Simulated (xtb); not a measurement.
xtb input (GFN2-xTB):

```bash
xtb mol.xyz --gfn 2 --sp --chrg 0 --uhf 0
```
mol.xyz:
```
13

P      2.18349511    -0.07863570     0.60063174
Si    -0.00254847     0.00473335     0.00027104
P     -0.42621060     1.81954680    -1.29067948
P     -0.40563429    -1.91703568    -1.13580070
P     -1.19585741     0.07513590     1.92783633
H      2.65438516     0.21133560    -0.70667566
H      2.22669273     1.27727215     1.01921347
H      0.19768587     1.28637818    -2.44962989
H     -1.72402615     1.38814013    -1.67425757
H     -1.81113478    -1.72240081    -1.16028962
H     -0.43958423    -2.74050834     0.02017279
H     -0.97435997     1.45962610     2.15654844
H     -2.43087254     0.28872039     1.26130504
```

Output:

```
           -------------------------------------------------
          |                Calculation Setup                |
           -------------------------------------------------

           -------------------------------------------------
          |                 G F N 2 - x T B                 |
           -------------------------------------------------

        Reference                      10.1021/acs.jctc.8b01176
      * Hamiltonian:
        H0-scaling (s, p, d)           1.850000    2.230000    2.230000
        zeta-weighting                 0.500000
      * Dispersion:
        s8                             2.700000
        a1                             0.520000
        a2                             5.000000
        s9                             5.000000
      * Repulsion:
        kExp                           1.500000    1.000000
        rExp                           1.000000
      * Coulomb:
        alpha                          2.000000
        third order                    shell-resolved
        anisotropic                    true
        a3                             3.000000
        a5                             4.000000
        cn-shift                       1.200000
        cn-exp                         4.000000
        max-rad                        5.000000

          ...................................................
          :                      SETUP                      :
          :.................................................:
          :  # basis functions                  58          :
          :  # atomic orbitals                  53          :
          :  # shells                           23          :
          :  # electrons                        32          :
          :  max. iterations                   250          :
          :  Hamiltonian                  GFN2-xTB          :
          :  restarted?                      false          :
          :  GBSA solvation                  false          :
          :  PC potential                    false          :
          :  electronic temp.          300.0000000     K    :
          :  accuracy                    1.0000000          :
          :  -> integral cutoff          0.2500000E+02      :
          :  -> integral neglect         0.1000000E-07      :
          :  -> SCF convergence          0.1000000E-05 Eh   :
          :  -> wf. convergence          0.1000000E-03 e    :
          :  Broyden damping             0.4000000          :
          :  net charge                          0          :
          :  unpaired electrons                  0          :
          ...................................................

 iter      E             dE          RMSdq      gap      omega  full diag
   1    -15.7325374 -0.157325E+02  0.528E+00    3.70       0.0  T
   2    -15.8063926 -0.738552E-01  0.453E+00    3.75       1.0  T
   3    -15.9288491 -0.122457E+00  0.212E+00    3.80       1.0  T
   4    -15.9324624 -0.361321E-02  0.787E-01    3.86       1.0  T
   5    -15.9343364 -0.187408E-02  0.412E-01    3.86       1.0  T
   6    -15.9342325  0.103936E-03  0.309E-01    3.86       1.0  T
   7    -15.9344069 -0.174355E-03  0.119E-01    3.86       1.0  T
   8    -15.9343722  0.346313E-04  0.903E-02    3.87       1.0  T
   9    -15.9344096 -0.374035E-04  0.102E-02    3.86       2.7  T
  10    -15.9344099 -0.305492E-06  0.704E-03    3.86       3.9  T
  11    -15.9344101 -0.142052E-06  0.216E-03    3.86      12.8  T
  12    -15.9344101  0.387720E-09  0.123E-03    3.86      22.5  T
  13    -15.9344101 -0.634014E-08  0.419E-04    3.86      66.1  T
  14    -15.9344101  0.161268E-09  0.297E-04    3.86      93.4  T

   *** convergence criteria satisfied after 14 iterations ***

         #    Occupation            Energy/Eh            Energy/eV
      -------------------------------------------------------------
         1        2.0000           -0.7709134             -20.9776
       ...           ...                  ...                  ...
        10        2.0000           -0.4579765             -12.4622
        11        2.0000           -0.4526285             -12.3166
        12        2.0000           -0.4427692             -12.0484
        13        2.0000           -0.4337140             -11.8020
        14        2.0000           -0.3939225             -10.7192
        15        2.0000           -0.3921496             -10.6709
        16        2.0000           -0.3914107             -10.6508 (HOMO)
        17                         -0.2494045              -6.7866 (LUMO)
        18                         -0.2356052              -6.4111
        19                         -0.2335052              -6.3540
        20                         -0.2247956              -6.1170
        21                         -0.2131982              -5.8014
       ...                                ...                  ...
        53                          1.5775405              42.9271
      -------------------------------------------------------------
                  HL-Gap            0.1420061 Eh            3.8642 eV
             Fermi-level           -0.3204076 Eh           -8.7187 eV

 SCC (total)                   0 d,  0 h,  0 min,  0.015 sec
 SCC setup                      ...        0 min,  0.000 sec (  0.835%)
 Dispersion                     ...        0 min,  0.000 sec (  0.424%)
 classical contributions        ...        0 min,  0.000 sec (  0.179%)
 integral evaluation            ...        0 min,  0.003 sec ( 18.699%)
 iterations                     ...        0 min,  0.007 sec ( 48.912%)
 molecular gradient             ...        0 min,  0.004 sec ( 30.197%)
 printout                       ...        0 min,  0.000 sec (  0.650%)

         :::::::::::::::::::::::::::::::::::::::::::::::::::::
         ::                     SUMMARY                     ::
         :::::::::::::::::::::::::::::::::::::::::::::::::::::
         :: total energy             -15.850712146931 Eh    ::
         :: gradient norm              0.043816310190 Eh/a0 ::
         :: HOMO-LUMO gap              3.864183789379 eV    ::
         ::.................................................::
         :: SCC energy               -15.934338866445 Eh    ::
         :: -> isotropic ES            0.014517267363 Eh    ::
         :: -> anisotropic ES          0.001081507865 Eh    ::
         :: -> anisotropic XC          0.006118765638 Eh    ::
         :: -> dispersion             -0.013970384829 Eh    ::
         :: repulsion energy           0.083626719515 Eh    ::
         :: add. restraining           0.000000000000 Eh    ::
         :: total charge              -0.000000000000 e     ::
         :::::::::::::::::::::::::::::::::::::::::::::::::::::

           -------------------------------------------------
          |                Property Printout                |
           -------------------------------------------------

    * Orbital Energies and Occupations

         #    Occupation            Energy/Eh            Energy/eV
      -------------------------------------------------------------
         1        2.0000           -0.7709134             -20.9776
       ...           ...                  ...                  ...
         4        2.0000           -0.6636781             -18.0596
         5        2.0000           -0.5797978             -15.7771
         6        2.0000           -0.4824179             -13.1273
         7        2.0000           -0.4795273             -13.0486
         8        2.0000           -0.4772461             -12.9865
         9        2.0000           -0.4737891             -12.8925
        10        2.0000           -0.4579765             -12.4622
        11        2.0000           -0.4526285             -12.3166
        12        2.0000           -0.4427692             -12.0484
        13        2.0000           -0.4337140             -11.8020
        14        2.0000           -0.3939225             -10.7192
        15        2.0000           -0.3921496             -10.6709
        16        2.0000           -0.3914107             -10.6508 (HOMO)
        17                         -0.2494045              -6.7866 (LUMO)
        18                         -0.2356052              -6.4111
        19                         -0.2335052              -6.3540
        20                         -0.2247956              -6.1170
        21                         -0.2131982              -5.8014
        22                         -0.2065544              -5.6206
        23                         -0.2000698              -5.4442
        24                         -0.1946869              -5.2977
        25                         -0.1434636              -3.9038
        26                         -0.1403055              -3.8179
        27                         -0.1314368              -3.5766
       ...                                ...                  ...
        53                          1.5775405              42.9271
      -------------------------------------------------------------
                  HL-Gap            0.1420061 Eh            3.8642 eV
             Fermi-level           -0.3204076 Eh           -8.7187 eV

     #   Z          covCN         q      C6AA      α(0)
     1  15 P        2.890    -0.212   170.134    23.438
     2  14 Si       3.700     0.463    98.094    18.969
     3  15 P        2.881    -0.163   167.804    23.277
     4  15 P        2.886    -0.189   169.027    23.362
     5  15 P        2.885    -0.184   168.784    23.345
     6   1 H        0.976     0.033     2.536     2.489
     7   1 H        0.975     0.034     2.523     2.482
     8   1 H        0.975     0.043     2.409     2.425
     9   1 H        0.975     0.033     2.537     2.489
    10   1 H        0.976     0.024     2.669     2.553
    11   1 H        0.975     0.051     2.306     2.373
    12   1 H        0.975     0.044     2.394     2.418
    13   1 H        0.975     0.025     2.647     2.542

 Mol. C6AA /au·bohr⁶  :       5538.763627
 Mol. C8AA /au·bohr⁸  :     264322.540471
 Mol. α(0) /au        :        132.161492

Wiberg/Mayer (AO) data.
largest (>0.10) Wiberg bond orders for each atom

 ---------------------------------------------------------------------------
     #   Z sym  total        # sym  WBO       # sym  WBO       # sym  WBO
 ---------------------------------------------------------------------------
     1  15 P    3.050 --     6 H    0.973     7 H    0.973     2 Si   0.893
     2  14 Si   3.747 --     3 P    0.920     5 P    0.907     4 P    0.905
                             1 P    0.893
     3  15 P    3.095 --     9 H    0.967     8 H    0.964     2 Si   0.920
     4  15 P    3.072 --    10 H    0.972    11 H    0.966     2 Si   0.905
     5  15 P    3.075 --    13 H    0.972    12 H    0.967     2 Si   0.907
     6   1 H    0.999 --     1 P    0.973
     7   1 H    0.999 --     1 P    0.973
     8   1 H    0.998 --     3 P    0.964
     9   1 H    0.999 --     3 P    0.967
    10   1 H    0.999 --     4 P    0.972
    11   1 H    0.997 --     4 P    0.966
    12   1 H    0.998 --     5 P    0.967
    13   1 H    0.999 --     5 P    0.972
 ---------------------------------------------------------------------------

Topologies differ in total number of bonds
Writing topology from bond orders to xtbtopo.mol

molecular dipole:
                 x           y           z       tot (Debye)
 q only:       -0.289       0.213      -0.199
   full:       -0.554       0.370      -0.369       1.937
molecular quadrupole (traceless):
                xx          xy          yy          xz          yz          zz
 q only:       -0.018       0.723       0.278      -0.327      -0.135      -0.260
  q+dip:        1.925       2.081      -0.721      -0.401       0.243      -1.205
   full:        3.445       2.710      -1.678      -0.308       0.826      -1.767
Note: The following floating-point exceptions are signalling: IEEE_UNDERFLOW_FLAG IEEE_DENORMAL
normal termination of xtb

           -------------------------------------------------
          | TOTAL ENERGY              -15.850712146931 Eh   |
          | GRADIENT NORM               0.043816310190 Eh/α |
          | HOMO-LUMO GAP               3.864183789379 eV   |
           -------------------------------------------------

------------------------------------------------------------------------
------------------------------------------------------------------------
 total:
 SCF:
```
